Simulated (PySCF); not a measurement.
Sn(Cl)2(Br)(NH2) (BrCl2H2NSn), SMILES [NH2][Sn]([Cl])([Cl])[Br].

The structure is a stationary point at r2SCAN-D4/def2-SVP. The def2 effective core potentials stand for the cores of Sn; spin–orbit coupling is left out. Other conformers were not sampled.

The numbers are results of PBE/def2-TZVP (PySCF), not measurements.

Symmetry labels are those of the subgroup Cs that the program uses (full group Cs).

Problem. List the valence orbital energies around the gap with their symmetry. (An estimate is asked for; the answer gives what the named calculation found.)

Solution. 
```tsv
orbital	symmetry	energy (eV)
HOMO−7	A'	-9.59
HOMO−6	A'	-8.23
HOMO−5	A"	-8.12
HOMO−4	A'	-8.11
HOMO−3	A"	-8.01
HOMO−2	A'	-7.71
HOMO−1	A"	-7.56
HOMO	A'	-7.15
LUMO	A'	-3.70
LUMO+1	A'	-0.98
LUMO+2	A"	-0.96
LUMO+3	A'	-0.56
```
